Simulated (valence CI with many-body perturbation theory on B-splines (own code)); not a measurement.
# E1 line list for Te³⁸⁺

Level of theory: configuration interaction combined with many-body perturbation theory (CI+MBPT): four valence electrons over a frozen Dirac-Fock core [Ne], radial functions for each j: 11 s, 11 p, 9 d, 7 f, 5 g, 2 h, 1 i, with the one-electron correlation potential Σ1, the two-electron term Σ2, the three-electron term Σ3, Breit, model QED; selected CI, second order for the rest (own B-spline code, finite nucleus).

No measured spectrum was set against this ion. As an estimate, large intervals hold to a few tenths of a per cent, small ones and those within an open d or f shell to about a per cent.

Lines 201 to 224 of 224 in falling wavelength, among levels below 3469.6 × 10³ cm⁻¹, chosen from the strongest by gf and those to the six lowest levels. Wavelengths and rates use the calculated energies. Electric multipoles are in the length gauge, E1 and E2 with the static RPA response of the core. Weak lines are less certain than strong ones. Lines between different terms over intervals too small for the method are left out, as are lines whose strength nearly cancels. The highest levels of a list are the least certain.

Levels are named by their leading jj configuration (3d3/2^4 stands for four electrons in 3d with j = 3/2), which in mixed levels can hold well under half, so a name can repeat and another be missing. Letters in brackets count levels of one name in rising energy.

| λ vac (Å) | Upper | Lower | A (s⁻¹) | log gf | Branch % |
| --- | --- | --- | --- | --- | --- |
| 52.82 | (3s 3p1/2 3p3/2 3d5/2) J=2 [a] | (3s 3p1/2^2 3p3/2) J=2 | 3.50e+10 | -1.14 | 18.3 |
| 51.89 | (3s 3p1/2 3p3/2 3d5/2) J=3 [b] | (3s 3p1/2^2 3p3/2) J=2 | 8.36e+10 | -0.63 | 35.3 |
| 51.81 | (3s 3p1/2 3p3/2 3d5/2) J=0 | (3s 3p1/2^2 3p3/2) J=1 | 1.31e+11 | -1.28 | 39.8 |
| 51.38 | (3s 3p1/2 3p3/2 3d3/2) J=1 [d] | (3s 3p1/2^2 3p3/2) J=2 | 3.26e+07 | -4.41 | 0.0 |
| 51.03 | (3s^2 3p3/2 3d5/2) J=3 | (3s^2 3p1/2 3p3/2) J=2 | 1.53e+10 | -1.38 | 6.5 |
| 50.85 | (3s 3p1/2 3p3/2^2) J=1 [a] | (3s^2 3p1/2^2) J=0 | 2.42e+10 | -1.55 | 19.6 |
| 50.66 | (3s^2 3p3/2 3d5/2) J=1 | (3s^2 3p1/2 3p3/2) J=2 | 1.02e+10 | -1.93 | 6.0 |
| 50.54 | (3s 3p1/2 3p3/2 3d5/2) J=3 [c] | (3s 3p1/2^2 3p3/2) J=2 | 2.74e+09 | -2.13 | 1.4 |
| 50.15 | (3s 3p1/2 3p3/2 3d5/2) J=1 [b] | (3s 3p1/2^2 3p3/2) J=2 | 4.70e+09 | -2.27 | 3.9 |
| 50.04 | (3s 3p1/2 3p3/2 3d3/2) J=2 [f] | (3s 3p1/2^2 3p3/2) J=2 | 7.74e+09 | -1.84 | 1.5 |
| 49.54 | (3s 3p3/2^3) J=2 | (3s^2 3p1/2 3p3/2) J=2 | 1.12e+09 | -2.69 | 0.3 |
| 49.43 | (3s^2 3p3/2 3d5/2) J=1 | (3s^2 3p1/2 3p3/2) J=1 | 6.57e+08 | -3.14 | 0.4 |
| 48.76 | (3s 3p1/2 3p3/2^2) J=1 [b] | (3s^2 3p1/2^2) J=0 | 9.95e+07 | -3.97 | 0.0 |
| 48.57 | (3s 3p1/2 3p3/2 3d5/2) J=1 [c] | (3s 3p1/2^2 3p3/2) J=2 | 1.05e+09 | -2.95 | 0.5 |
| 48.36 | (3s 3p3/2^3) J=2 | (3s^2 3p1/2 3p3/2) J=1 | 1.29e+09 | -2.65 | 0.4 |
| 48.33 | (3s 3p1/2 3p3/2 3d5/2) J=2 [b] | (3s 3p1/2^2 3p3/2) J=2 | 6.26e+08 | -2.96 | 0.3 |
| 48.31 | (3s 3p1/2 3p3/2 3d5/2) J=3 [d] | (3s 3p1/2^2 3p3/2) J=2 | 1.03e+10 | -1.60 | 3.5 |
| 47.25 | (3s 3p1/2 3p3/2 3d5/2) J=2 [c] | (3s 3p1/2^2 3p3/2) J=2 | 1.32e+10 | -1.66 | 3.2 |
| 46.60 | (3s 3p3/2^3) J=1 | (3s^2 3p1/2 3p3/2) J=2 | 3.01e+08 | -3.53 | 0.1 |
| 46.19 | (3p1/2 3p3/2^3) J=2 | (3s 3p1/2^2 3p3/2) J=2 | 2.88e+09 | -2.34 | 0.9 |
| 45.56 | (3s 3p3/2^3) J=1 | (3s^2 3p1/2 3p3/2) J=1 | 1.94e+08 | -3.74 | 0.0 |
| 43.21 | (3s^2 3p3/2 3d3/2) J=1 | (3s^2 3p1/2^2) J=0 | 1.28e+08 | -3.97 | 0.0 |
| 39.75 | (3s^2 3p3/2 3d5/2) J=1 | (3s^2 3p1/2^2) J=0 | 1.31e+09 | -3.03 | 0.8 |
| 37.21 | (3s 3p3/2^3) J=1 | (3s^2 3p1/2^2) J=0 | 3.81e+08 | -3.62 | 0.1 |
